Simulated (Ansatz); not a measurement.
Frontier orbitals of CH6AlGaO (`[OH][AlH][CH2][GaH2]`).

Total charge 0; spin multiplicity 1. Correlated methods include outer-core shells of Ga, which these sets cover unevenly. Scalar relativity is left out up to krypton. The structure was optimised at the PBE0-D4/def2-TZVP level. It is one conformer, not always the lowest. Basis def2-TZVPP, Ansatz 0.2.0.

```
             functional  HOMO (eV)  LUMO (eV)  gap (eV)
                    PBE      -5.89      -1.74      4.15
                 r2SCAN      -6.10      -1.38      4.72
                   PBE0      -7.00      -0.96      6.04
HSE06 (plane-wave form)      -6.60      -1.33      5.27
              CAM-B3LYP      -8.27      -0.06      8.21
                LC-ωPBE      -9.63       1.06     10.69
                ωB97M-V      -9.13       0.60      9.73
```

From PBE to PBE0 the HOMO moves by −1.11 eV and the LUMO by +0.78 eV, and with ωB97M-V by −3.24 and +2.33 eV, so the gap grows from 4.15 to 9.72 eV with exact exchange. A positive LUMO is unbound and depends on the basis.

LC-ωPBE has ω = 0.4 bohr⁻¹.
